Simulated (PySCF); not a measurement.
C3H10Si2, SMILES [C@@H]1([SiH3])[C@H](C1)[SiH3]. Coordinates come from a ωB97X-D3(BJ)/def2-SVP optimisation. The structure was generated by enumeration; whether it is a known compound was not checked.

Give the equilibrium geometry at ωB97X-D3(BJ)/def2-SVP (PySCF confirms it by a frequency run) as bond lengths and angles, and its point group. (An estimate is asked for; the answer gives what the named calculation found.)

point group C2.
Atoms: Si1 C2 C3 C4 Si5 H6 H7 H8 H9 H10 H11 H12 H13 H14 H15. Bonded distances (Å): Si1–C2 1.868, Si1–H6 1.495, Si1–H7 1.494, Si1–H8 1.493, C2–C3 1.507, C2–C4 1.523, C2–H9 1.098, C3–C4 1.507, C3–H10 1.095, C3–H11 1.095, C4–Si5 1.868, C4–H12 1.098, Si5–H13 1.494, Si5–H14 1.495, Si5–H15 1.493. Bond angles (°): C2–Si1–H6 108.0, C2–Si1–H7 111.4, C2–Si1–H8 111.2, H6–Si1–H7 109.0, H6–Si1–H8 108.9, H7–Si1–H8 108.3, Si1–C2–C3 119.9, Si1–C2–C4 119.0, Si1–C2–H9 115.7, C3–C2–C4 59.6, C3–C2–H9 115.4, C4–C2–H9 115.7, C2–C3–C4 60.7, C2–C3–H10 118.4, C2–C3–H11 117.7, C4–C3–H10 117.7, C4–C3–H11 118.4, H10–C3–H11 113.9, C2–C4–C3 59.6, C2–C4–Si5 119.0, C2–C4–H12 115.7, C3–C4–Si5 119.9, C3–C4–H12 115.4, Si5–C4–H12 115.7, C4–Si5–H13 111.4, C4–Si5–H14 108.0, C4–Si5–H15 111.2, H13–Si5–H14 109.0, H13–Si5–H15 108.3, H14–Si5–H15 108.9.
